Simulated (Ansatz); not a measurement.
Nudged elastic band run: CH4BClSi

The input (input.yaml):

```yaml
crystal:
  periodic: [false, false, false]
  atoms:
    - { symbol: C, position_ang: [-0.011293, 1.4618, -0.310188] }
    - { symbol: B, position_ang: [0.226506, -0.006649, 0.011088] }
    - { symbol: Si, position_ang: [-0.204787, -1.706765, 0.759553] }
    - { symbol: Cl, position_ang: [-0.659749, -3.048308, -0.817017] }
    - { symbol: H, position_ang: [-0.953885, 1.561007, -0.882453] }
    - { symbol: H, position_ang: [-0.168139, 2.045744, 0.61572] }
    - { symbol: H, position_ang: [0.793279, 1.939114, -0.89031] }
    - { symbol: H, position_ang: [0.97808, -2.245944, 1.513617] }
basis:
  gaussian: { orbitals: def2-mTZVP }
hamiltonian:
  xc: pbe
neb:
  order_check: false
  images: 3
  f_tol: 0.03
  max_iterations: 60
  climbing: false
  final_atoms:
    - { symbol: C, position_ang: [-0.05078807, 1.45336742, -0.34500209] }
    - { symbol: B, position_ang: [0.17558573, -0.03756499, -0.13811782] }
    - { symbol: Si, position_ang: [0.14456365, -1.67178446, 0.84404903] }
    - { symbol: Cl, position_ang: [-1.35200801, -2.93140917, 0.027531] }
    - { symbol: H, position_ang: [0.23184458, 1.82547326, -1.3416328] }
    - { symbol: H, position_ang: [-1.12001562, 1.68782437, -0.17897118] }
    - { symbol: H, position_ang: [0.49873499, 2.03943504, 0.41515626] }
    - { symbol: H, position_ang: [1.47209475, -2.36534247, 0.71699759] }
  initial_path:
    images:
      - { positions_ang: [[-0.011293, 1.4618, -0.310188], [0.226506, -0.006649, 0.011088], [-0.204787, -1.706765, 0.759553], [-0.659749, -3.048308, -0.817017], [-0.953885, 1.561007, -0.882453], [-0.168139, 2.045744, 0.61572], [0.793279, 1.939114, -0.89031], [0.97808, -2.245944, 1.513617]] }
      - { positions_ang: [[-0.03296593, 1.47962318, -0.30765363], [0.25680218, -0.01108259, -0.1167111], [0.01933805, -1.68646083, 0.64042131], [-0.95589616, -3.01076319, -0.41685393], [-0.63818138, 1.63630105, -1.1125635], [-0.54255553, 1.91639611, 0.45629466], [0.77903492, 2.05633243, -0.47272809], [1.11443585, -2.38034716, 1.32980429]] }
      - { positions_ang: [[-0.05463887, 1.49744635, -0.30511927], [0.28709836, -0.01551619, -0.24451019], [0.24346311, -1.66615667, 0.52128961], [-1.25204332, -2.97321837, -0.01669087], [-0.32247775, 1.7115951, -1.342674], [-0.91697205, 1.78704822, 0.29686932], [0.76479084, 2.17355087, -0.05514618], [1.25079169, -2.51475032, 1.14599158]] }
      - { positions_ang: [[-0.05271347, 1.47540689, -0.32506068], [0.23134205, -0.02654059, -0.19131401], [0.19401338, -1.66897056, 0.68266932], [-1.30202566, -2.95231377, 0.00542007], [-0.04531659, 1.76853418, -1.3421534], [-1.01849383, 1.7374363, 0.05894907], [0.63176292, 2.10649295, 0.18000504], [1.36144322, -2.4400464, 0.93149459]] }
      - { positions_ang: [[-0.05078807, 1.45336742, -0.34500209], [0.17558573, -0.03756499, -0.13811782], [0.14456365, -1.67178446, 0.84404903], [-1.35200801, -2.93140917, 0.027531], [0.23184458, 1.82547326, -1.3416328], [-1.12001562, 1.68782437, -0.17897118], [0.49873499, 2.03943504, 0.41515626], [1.47209475, -2.36534247, 0.71699759]] }
```

Launched with:

```bash
$ ansatz run input.yaml --threads 2 --pin off --max-ram 3072MiB --backend cpu --events-out ev --progress --plain --runs-dir out
```

Output, in part (warnings, iteration lines, the closing report on the highest movable image, with atoms numbered from 0):

```
NEB end point (image 0): max|allowed force component| = 4.267e-3 eV/Å (the criterion of neb.relax_end_points is 1.000e-2)
NEB end point (image 4): max|allowed force component| = 8.802e-3 eV/Å (the criterion of neb.relax_end_points is 1.000e-2)
NEB iter   1: max|band force component| = 3.353e0 eV/Å  barrier→ = 0.7533 eV  barrier← = 0.7533 eV  Δτ_max = 0.1950 Å  (210 SCF iters)
NEB iter   2: max|band force component| = 8.311e-1 eV/Å  barrier→ = 0.1910 eV  barrier← = 0.1910 eV  Δτ_max = 0.1473 Å  (92 SCF iters)
NEB iter   3: max|band force component| = 3.601e-1 eV/Å  barrier→ = 0.0871 eV  barrier← = 0.0871 eV  Δτ_max = 0.1879 Å  (92 SCF iters)
NEB iter   4: max|band force component| = 2.016e-1 eV/Å  barrier→ = 0.0321 eV  barrier← = 0.0321 eV  Δτ_max = 0.0842 Å  (98 SCF iters)
NEB iter   5: max|band force component| = 1.761e-1 eV/Å  barrier→ = 0.0270 eV  barrier← = 0.0270 eV  Δτ_max = 0.0369 Å  (95 SCF iters)
NEB iter   6: max|band force component| = 7.681e-2 eV/Å  barrier→ = 0.0185 eV  barrier← = 0.0185 eV  Δτ_max = 0.0308 Å  (97 SCF iters)
NEB iter   7: max|band force component| = 2.836e-2 eV/Å  barrier→ = 0.0166 eV  barrier← = 0.0166 eV  Δτ_max = 0.0000 Å  (294 SCF iters)
Total energy: -22166.32131376 eV, -814.5972834085 hartree
Atom 0 at    -0.075386     1.462177    -0.290701 Å, force     0.013167     0.003232    -0.012584 eV/Å
Atom 1 at     0.141649    -0.017979    -0.010081 Å, force     0.009076     0.017076    -0.012318 eV/Å
Atom 2 at    -0.008197    -1.707298     0.853453 Å, force    -0.010076    -0.012900     0.028437 eV/Å
Atom 3 at    -1.112867    -3.007462    -0.403739 Å, force    -0.005685    -0.011242    -0.005955 eV/Å
Atom 4 at    -0.446498     1.586997    -1.325124 Å, force     0.000475     0.008327     0.002950 eV/Å
Atom 5 at    -0.760496     1.989372     0.390894 Å, force    -0.007846    -0.005867     0.004846 eV/Å
Atom 6 at     0.900185     1.983479    -0.273831 Å, force    -0.005134     0.006162    -0.001282 eV/Å
Atom 7 at     1.361623    -2.289288     1.059137 Å, force     0.006023    -0.004789    -0.004094 eV/Å
Dipole moment:     0.174987     0.787080    -0.013389 e Å
```

The run converged. No image climbed, so the highest image needn't sit at the top of the path. So few images can step over the top or miss a turn of the path.

Final band:

```csv
image,path coordinate (Å),energy (eV)
0,0.00,0.000
1,0.73,0.006
2,1.46,0.017
3,2.19,0.005
4,2.92,0.000
```

The run took 30 s on 2 threads of AMD EPYC 7B13 (Zen 3), with other jobs on the host, peak memory 0.19 GiB.
